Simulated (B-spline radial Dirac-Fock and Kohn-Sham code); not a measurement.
Z = 22 (titanium), transition energy 1420 keV. Level of theory: a Dirac-Hartree-Slater potential of the neutral atom with a Latter tail (no hole, which puts coefficients of high multipoles low close above an edge), finite nucleus with surface currents; a radial finite-basis atomic code. Subshells that would emit electrons below 1 keV are left out, and so is internal pair formation.

Question: A pure transition shows α(K) = 0.000148, L1/L2 = 132 and L1/L3 = 312. What is its multipolarity?
A. M2
B. M1
C. M4
D. E1
E. E3
F. M3
G. E4
H. E2

Answer: F. For comparison, α(K), L1/L2, L1/L3 are E1 2.58e-05, 480, 162; E2 5.02e-05, 247, 177; E3 9.07e-05, 135, 170; E4 0.000159, 81.6, 147; M1 4.34e-05, 321, 288; M2 8.25e-05, 196, 362; M4 0.000260, 95.5, 209.

Values without a named source are computed, but for edge energies of neutral atoms, which are taken from tables.
